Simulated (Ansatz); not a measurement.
This geometry of C₃H₈N₂Si (14 atoms, charge 0, multiplicity 1) is a first-order saddle point.

Level of theory: RKS B3LYP-D4/STO-3G in Ansatz.

```xyz
14
Properties=species:S:1:pos:R:3
N 0.493 0.697 -2.143
C 0.491 0.204 -0.790
C 1.026 -0.935 -0.275
C 0.534 -0.994 1.192
Si -0.362 0.632 0.810
N -2.150 0.662 0.842
H 0.582 1.746 -2.160
H 1.315 0.313 -2.678
H 1.674 -1.676 -0.765
H 1.342 -0.963 1.941
H -0.101 -1.868 1.413
H 0.136 1.812 1.492
H -2.489 -0.226 1.297
H -2.505 0.566 -0.146
```

Which two structures does it join? (They come from a converged band through this point; their orientation in space is the band's.)

No bond is made or broken. The dihedral C2–Si5–N6–H13 goes from 33 to 177°.

Initial state:

```xyz
14
Properties=species:S:1:pos:R:3
N 0.443 0.324 -2.232
C 0.481 0.048 -0.817
C 1.091 -0.966 -0.149
C 0.620 -0.833 1.320
Si -0.380 0.660 0.731
N -2.120 0.534 0.934
H 0.479 1.362 -2.408
H 1.284 -0.090 -2.712
H 1.779 -1.731 -0.533
H 1.432 -0.649 2.042
H 0.035 -1.695 1.681
H -0.004 1.984 1.185
H -2.518 -0.320 0.476
H -2.637 1.342 0.510
```

Final state:

```xyz
14
Properties=species:S:1:pos:R:3
N 0.588 0.545 -2.215
C 0.525 0.119 -0.842
C 1.070 -0.975 -0.246
C 0.508 -0.983 1.195
Si -0.392 0.620 0.700
N -2.139 0.723 0.570
H 0.597 1.595 -2.286
H 1.465 0.196 -2.679
H 1.762 -1.716 -0.668
H 1.275 -0.911 1.983
H -0.127 -1.856 1.419
H 0.039 1.828 1.375
H -2.603 0.952 1.481
H -2.581 -0.167 0.242
```

How far does it lie above each of them?

0.135 eV above the first and 0.116 eV above the second. This is the barrier of this one path; another mechanism may lie lower. Limits of this set-up: minimal basis.

Run time: 2.7 min on 1 thread of Arm Neoverse V1 (shared host), peak memory 0.12 GiB.
